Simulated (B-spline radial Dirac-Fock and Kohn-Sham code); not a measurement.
## Elastic and transport cross sections of gallium for positrons

Level of theory: relativistic (Dirac) partial waves in the static field of the Dirac-Fock atom, without polarisation or absorption potentials; a radial B-spline solver. σ_tr1 and σ_tr2 weight the cross section with 1 − P₁ and 1 − P₂ of cos θ; "backward" is the share scattered beyond 90°.

```
energy (eV)  σ (a₀²)  σ_tr1 (a₀²)  σ_tr2 (a₀²)  σ/σ_tr1  backward (%)
        333     9.11         1.21         2.18     7.53           3.4
        627     6.64        0.716         1.32     9.27           2.6
        936     5.40        0.499        0.948     10.8           2.1
       3200     2.75        0.133        0.281     20.7          0.81
      12600     1.13       0.0209       0.0487     54.2          0.22
      14700     1.01       0.0166       0.0390     61.0          0.19
      17800    0.883       0.0124       0.0295     71.0          0.15
      20100    0.807       0.0103       0.0247     78.3          0.14
      24700    0.692      0.00746       0.0181     92.8          0.11
      30000    0.597      0.00547       0.0134      109         0.087
      54600    0.379      0.00205      0.00517      184         0.043
      66700    0.326      0.00147      0.00374      221         0.034
      74600        ?            ?            ?        ?             ?
     110000    0.228     0.000640      0.00166      356         0.018
     140000    0.194     0.000429      0.00113      452         0.013
```

**Question.** Fill in the row for 74.6 keV.

**Answer.** σ = 0.300 a₀², σ_tr1 = 0.00122 a₀², σ_tr2 = 0.00312 a₀², σ/σ_tr1 = 246, backward 0.030 %. The ratio σ/σ_tr1 is roughly the number of elastic collisions that randomise the direction.

Values without a named source are computed, but for edge energies of neutral atoms, which are taken from tables.
